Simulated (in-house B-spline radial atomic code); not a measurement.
# Ionising Cr5+ with different functionals

Computed with a radial B-spline atomic code at the basis-set limit: scalar-relativistic (spin-free X2C) Hamiltonian, Fermi nucleus of rms radius 3.6452 fm, spin-polarised at highest spin, spherical fractional occupations for the functionals, the average over the highest-spin determinants for Hartree-Fock. The ionisation energy is the difference of two self-consistent energies, [Ar] 3d1 → [Ne] 3s2 3p6, without Breit or QED terms; ε is the level of the shell that loses the electron (its least bound occupied spin orbital).

Hybrids are left out here: with spherical fractional occupations of an open shell their exact exchange keeps a self-interaction that integer-occupation calculations don't have.

```csv
method,rung,ΔSCF (eV),-ε(3d) (eV)
Hartree-Fock,Hartree-Fock,89.52,90.67
LDA VWN5,LDA,91.16,80.04
LDA PW92,LDA,91.15,80.03
LDA exchange-only,LDA,89.29,78.26
PBE,GGA,90.86,79.77
PBEsol,GGA,90.83,79.74
BLYP,GGA,90.83,79.73
RPBE,GGA,90.78,79.70
PW91,GGA,91.02,79.91
BP86,GGA,90.92,79.81
AM05,GGA,90.85,79.76
OLYP,GGA,91.19,80.12
TPSS,meta-GGA,90.60,79.56
SCAN,meta-GGA,90.14,79.28
r2SCAN,meta-GGA,90.21,79.36
revTPSS,meta-GGA,90.38,79.38
```

Question: How do they compare with the NIST value?

Answer: NIST lists 90.635 eV (measured, ground level to ground level). Errors run from -1.34 to +0.55 eV; TPSS is closest (-0.03 eV), but part of that can be cancellation, since the calculations leave out spin-orbit coupling, Breit-QED terms, multiplet and fine-structure energies. Hartree-Fock also lacks correlation.
